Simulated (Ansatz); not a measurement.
`O[CH2][In]([F])[F]`, relaxed with RKS PBE0-D4/def2-TZVP in Ansatz 0.2.0 from a GFN2-xTB geometry. The force threshold is 0.005 eV/Å; the program also tests the step.

Total charge 0; spin multiplicity 1. In: def2 effective core potential.

Start:

```xyz
8

O    -1.109   -0.755   -0.835
C    -0.482   -0.978    0.297
In    0.627    1.163    0.658
F     0.931    0.859   -1.428
F     1.209    2.969    1.435
H    -0.457   -0.527   -1.531
H     0.430   -1.569    0.271
H    -1.149   -1.162    1.133
```

```json
{"step": "1", "energy (eV)": "-13736.4525", "largest force (eV/Å)": "1.250", "largest move (Å)": "0.000"}
{"step": "2", "energy (eV)": "-13736.7771", "largest force (eV/Å)": "1.049", "largest move (Å)": "0.198"}
{"step": "3", "energy (eV)": "-13736.8314", "largest force (eV/Å)": "0.774", "largest move (Å)": "0.198"}
{"step": "4", "energy (eV)": "-13736.8925", "largest force (eV/Å)": "0.425", "largest move (Å)": "0.097"}
{"step": "5", "energy (eV)": "-13736.9062", "largest force (eV/Å)": "0.253", "largest move (Å)": "0.038"}
{"step": "6", "energy (eV)": "-13736.9089", "largest force (eV/Å)": "0.199", "largest move (Å)": "0.042"}
{"step": "7", "energy (eV)": "-13736.9205", "largest force (eV/Å)": "0.112", "largest move (Å)": "0.111"}
{"step": "8", "energy (eV)": "-13736.9232", "largest force (eV/Å)": "0.059", "largest move (Å)": "0.054"}
{"step": "9", "energy (eV)": "-13736.9237", "largest force (eV/Å)": "0.035", "largest move (Å)": "0.034"}
{"step": "10", "energy (eV)": "-13736.9239", "largest force (eV/Å)": "0.011", "largest move (Å)": "0.008"}
{"step": "11", "energy (eV)": "-13736.9240", "largest force (eV/Å)": "0.010", "largest move (Å)": "0.008"}
{"step": "12", "energy (eV)": "-13736.9240", "largest force (eV/Å)": "0.031", "largest move (Å)": "0.014"}
{"step": "13", "energy (eV)": "-13736.9241", "largest force (eV/Å)": "0.008", "largest move (Å)": "0.007"}
{"step": "14", "energy (eV)": "-13736.9241", "largest force (eV/Å)": "0.004", "largest move (Å)": "0.005"}
```

End:

```xyz
8

O    -1.048   -0.906   -0.872
C    -0.407   -0.867    0.360
In    0.559    1.072    0.482
F     0.893    1.276   -1.461
F     1.208    2.626    1.422
H    -0.445   -0.592   -1.558
H     0.383   -1.617    0.475
H    -1.143   -0.990    1.152
```

Hardware: 2 threads of an AMD EPYC 7R13 on a shared host and a share of an NVIDIA H100 80 GB. Wall time 66 s, peak host memory 0.86 GiB.
